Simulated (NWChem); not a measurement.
# AsH, triplet; SMILES [AsH]

Program: NWChem. Spin-unrestricted. Structure relaxed at the PBE0/def2-SVP, spin-unrestricted level. No stability test was run on the SCF state. Level PBE/def2-TZVP: energy and gradient; each run changes one setting, and changes count from the defaults (medium grid, exact Coulomb integrals, symmetry on).

| setting | size of the energy change (μHa) | largest change of a gradient component (μHa/bohr) |
|---|---|---|
| defaults | < 10 | < 30 |
| Becke weights | 10 | 200 |
| tight SCF thresholds and tolerances | < 10 | < 30 |
| extra-fine grid | 10 | 200 |
| symmetry off | < 10 | other frame |
